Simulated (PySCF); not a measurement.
# Ru (ruthenium, neutral): r2SCAN calculation

Configuration: [Kr] 4d7 5p1, one real determinant (an excited configuration). Calculation: PySCF 2.14, in aug-cc-pVTZ-PP with one added diffuse shell each of s, p, d, f, g type with ECP28MDF (7s7p6d4f3g, 113 functions); a scalar-relativistic core potential.

```
Total energy                                                  : -94.3922 hartree
One-electron energy                                           : -163.6478 hartree
Hartree (Coulomb) energy                                      : 79.3737 hartree
Exchange-correlation energy                                   : -10.1181 hartree
⟨S²⟩                                                          : 6.0791
⟨L²⟩                                                          : 13.981
Sum of ⟨r⟩                                                    : 25.40 bohr
Sum of ⟨r²⟩                                                   : 60.63 bohr²
Traceless quadrupole moment −½Σ⟨3z² − r²⟩ along its main axis : -10.6 e·bohr²
Time after the integrals                                      : of the order of 8 core-seconds
```

```csv
shell,electrons,mean orbital energy (eV),spread (eV),"rms radius, mean of both spins (bohr)"
4s α,1,-81.789,0,1.09
4s β,1,-78.934,0,1.09
4p α,3,-50.878,0.194,1.22
4p β,3,-47.826,0.169,1.22
4d α,5,-7.701,1.020,1.87
4d β,2,-5.841,0.372,1.87
5p α,1,-2.200,0,5.00
```

⟨L²⟩ = 13.98 against 20 for a pure G term, so this real determinant mixes terms. Energies and moments cover only the electrons outside the core potential. ⟨S²⟩ = 6.08 against 6.00 shows spin contamination.
